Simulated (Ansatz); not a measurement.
Basis-set series for FH2O3Ta (`[O]=[Ta]([OH])([OH])[F]`). The species carries charge 0 and has multiplicity 1. Ta takes the def2 core potential. All single points use the PBE0-D4/def2-TZVP geometry. It is one conformer, not always the lowest.

```
atom    x (Å)    y (Å)    z (Å)
  O1  -0.9494   1.5151   0.2439
 Ta2  -0.3446  -0.0395  -0.1645
  O3   1.2226   0.1763  -1.2146
  O4   0.0870  -0.9623   1.4379
  F5  -1.6691  -0.9694  -1.1307
  H6   1.6565   0.9718  -1.5241
  H7  -0.0030  -0.6920   2.3521
```

| functional | basis | functions | energy (Eh) | HOMO (eV) | LUMO (eV) |
| --- | --- | --- | --- | --- | --- |
| PBE0-D4 | def2-TZVPP | 208 | -383.82024 | -9.53 | -0.53 |
| PBE0-D4 | def2-QZVPP | 369 | -383.83877 | -9.56 | -0.70 |
| ωB97M-V | def2-TZVPP | 208 | -383.99217 | -11.94 | 0.78 |
| ωB97M-V | def2-QZVPP | 369 | -384.00955 | -11.98 | 0.32 |

(1) Give the rows for def2-SVP. (An estimate is asked.)

Answers

(1) Ansatz gave: 
```tsv
functional	basis	functions	energy (Eh)	HOMO (eV)	LUMO (eV)
PBE0-D4	def2-SVP	98	-383.39371	-9.52	-0.55
ωB97M-V	def2-SVP	98	-383.55593	-11.94	0.97
```

Positive LUMOs are unbound and depend on the basis.
